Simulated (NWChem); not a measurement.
# CaF2; SMILES [F][Ca][F]

All runs: NWChem. Geometry: optimised at PBE0-D3(BJ)/def2-TZVP. Total energies compare along this basis series because the functional is fixed.

```csv
level,basis functions,energy (Ha),highest occupied level (eV),orbital gap (eV),dipole (D)
Hartree-Fock/def2-SVP,52,-875.5313,-13.73,13.69,4.59
Hartree-Fock/def2-SVPD,73,-875.5578,[?],13.86,4.62
Hartree-Fock/def2-TZVP,98,-875.8668,-13.98,13.76,4.65
Hartree-Fock/def2-TZVPP,98,-875.8668,-13.98,13.76,4.65
Hartree-Fock/def2-QZVP,170,-875.8960,-14.03,13.76,4.57
```

Problem. Fill in the missing entries.

Solution. 
- Hartree-Fock/def2-SVPD, highest occupied level (eV): -14.13
